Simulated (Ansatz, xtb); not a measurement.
# Isomers of AlHOS2 in order of energy

3 gas-phase structures of AlHOS2, found in a search over its isomers (lower ones may exist). Each was relaxed with GFN2-xTB:

A. `[O]1[AlH][S]S1`, a singlet
B. a triplet given by its coordinates
C. `[OH][Al]1[S][S]1`, a singlet

B (Å):

```json
{"atom": "Al", "x (Å)": "-0.2941", "y (Å)": "-0.0255", "z (Å)": "-0.9370"}
{"atom": "O", "x (Å)": "-0.4429", "y (Å)": "-1.2240", "z (Å)": "0.1608"}
{"atom": "S", "x (Å)": "-0.1433", "y (Å)": "-0.1057", "z (Å)": "-3.1054"}
{"atom": "S", "x (Å)": "-0.1922", "y (Å)": "2.1324", "z (Å)": "-0.6884"}
{"atom": "H", "x (Å)": "-0.5301", "y (Å)": "-1.9184", "z (Å)": "0.7985"}
```

Close contacts (Å): Al1–O2 1.63, Al1–S3 2.18, Al1–S4 2.17, O2–H5 0.95.

Task: Which do you expect lowest at r2SCAN-D4/def2-SVP, and how would the others follow?

Result: Calculated order at r2SCAN-D4/def2-SVP: C (0.0), B (19.8), A (39.6) kcal/mol.

Energies above the lowest of each column, in kcal/mol; the last columns are at PBE0-D3(BJ)/pcseg-1 geometries (a dash: not run or not comparable):

| structure | GFN2-xTB | HF/STO-3G | r2SCAN-D4/def2-SVP | PBE0-D3(BJ)/pcseg-1 | CCSD(T)/def2-TZVP |
| --- | --- | --- | --- | --- | --- |
| C | 0.0 | 22.1 | 0.0 | 0.0 | 0.0 |
| B | – | 6.6 | 19.8 | not converged | – |
| A | 26.5 | 0.0 | 39.6 | 36.9 | 35.5 |

CCSD(T)/def2-TZVP puts C lowest of those it was run on; HF/STO-3G picks A. Flexible structures stand in one conformer each, not always the lowest. Frequencies (PBE0-D3(BJ)/pcseg-1) were run for A, C alone. GFN2-xTB has no spin polarisation and isn't compared across spin states. Open shells are spin-unrestricted.

Programs: Ansatz 0.2.0, xtb 6.7.1.
